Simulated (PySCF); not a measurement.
Isomers of C9H10O. Method: TDDFT CAM-B3LYP/def2-SVPD, vertical, gas phase, core orbitals frozen in the response (PySCF). Geometries: PBE0-D3(BJ)/def2-SVP; one conformer of each isolated species. Triplets are in the Tamm–Dancoff approximation.

Question: Rank by computed S1–T1 gap, lowest first.
A. `C=CCOc1ccccc1`
B. `CO/C=C/c1ccccc1`
C. `C=Cc1ccccc1OC`
D. `CCC(=O)C1=CC=CC=C1`

Answer: D (0.49 eV), A (1.16 eV), C (1.48 eV), B (1.63 eV).

```csv
SMILES,S1−T1 (eV),S1 (eV),T1 (eV),S1 mainly,T1 mainly,f(S1)
CCC(=O)c1ccccc1,0.49,4.03,3.54,H-1→L (87%),H-1→L (84%),0.000
C=CCOc1ccccc1,1.16,5.16,4.00,H→L (68%),H→L+2 (50%),0.033
C=Cc1ccccc1OC,1.48,4.61,3.12,H→L (80%),H→L (77%),0.209
CO/C=C/c1ccccc1,1.63,4.77,3.14,H→L (74%),H→L (87%),0.286
```

H and L stand for HOMO and LUMO. For `C=CCOc1ccccc1` the leading configurations of S1 and T1 differ. Singlets come from full response and triplets from the Tamm–Dancoff approximation.
